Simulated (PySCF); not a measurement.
C3H9FSi2, SMILES F/C=C(/[SiH3])C[SiH3].

Geometry: B3LYP-D3(BJ)/def2-SVP. The structure was generated by enumeration; whether it is a known compound was not checked. One conformer was computed; it need not be the lowest.

Computed with PySCF with SMD-ωB97X/6-31G*.

Solvation free energies are E(SMD) − E(gas) at the gas-phase geometry, for 1 M in both phases. In vacuum the dipole moment is 0.75 D.

Computed solvation free energies in water, dichloromethane, diethylether:
```json
[
 {"solvent": "water", "ΔG(solv) (kcal/mol)": "3.1", "its non-electrostatic (CDS) part": "5.5", "dipole (D)": "1.02"},
 {"solvent": "dichloromethane", "ΔG(solv) (kcal/mol)": "-2.2", "its non-electrostatic (CDS) part": "-0.2", "dipole (D)": "0.97"},
 {"solvent": "diethylether", "ΔG(solv) (kcal/mol)": "-2.0", "its non-electrostatic (CDS) part": "-0.4", "dipole (D)": "0.93"}
]
```
